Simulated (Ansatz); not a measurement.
A geometry relaxed with B3LYP-D3(BJ)/def2-TZVP run with Ansatz (a quantum-chemistry and plane-wave program), charge 0, multiplicity 2:

```xyz
6

O     -1.1135    -0.7251     0.1672
O      1.2281    -0.5094     0.1608
H      1.9675     0.0894     0.0186
O     -0.1268     1.3665    -0.3629
B     -0.0047     0.0501    -0.0132
H     -1.9506    -0.2715     0.0294
```

Q: Write the SMILES of this molecule.

A: `[O]B(O)O`
